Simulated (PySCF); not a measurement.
Lowest singlet excitation (eV) of eight silicon and germanium compounds: TDDFT-PBE beside TDDFT-ωB97X, computed with PySCF for isolated molecules in the bases named; differences from unrounded values. The eight are the first of their class met in an unordered collection, after screening for sound electronic states; none was chosen by its value. Each molecule has one DFT geometry for both levels.

```
molecule                                                             basis  TDDFT-ωB97X  TDDFT-PBE  difference
---------------------------------------------------------------  ---------  -----------  ---------  ----------
CH₃ClOSi, SMILES O=C[SiH2]Cl                                     def2-SVPD         3.25       3.08       -0.17
methoxymethyl(silyl)silane (C2H10OSi2), SMILES COC[SiH2][SiH3]   def2-SVPD         7.36       5.61       -1.75
Ge(H)2(F)(Et) (C2H7FGe), SMILES C[CH2][GeH2][F]                  def2-SVPD         7.62       6.57       -1.05
F₃GeHO, SMILES [F][Ge]([F])([F])[OH]                             def2-SVPD         7.94       6.48       -1.46
C3H6N2Si, SMILES CC1=NC=N[SiH2]1                                 def2-SVPD         3.74       2.97       -0.77
C₂H₅FN₂Si, SMILES N[Si@@H]1C=N[C@@H]1F                           def2-SVPD         4.21       3.67       -0.54
dichloro(silyloxy)silane (Cl₂H₄OSi₂), SMILES [SiH3]O[SiH](Cl)Cl  def2-SVPD         8.00       6.75       -1.25
dichloro(silyl)silane (Cl₂H₄Si₂), SMILES [SiH3][SiH](Cl)Cl       def2-SVPD         6.72       5.81       -0.92
```

TDDFT-PBE lies below TDDFT-ωB97X in 8 and above it in 0 of the eight; the mean signed difference is -0.99 and the largest -1.75 eV.
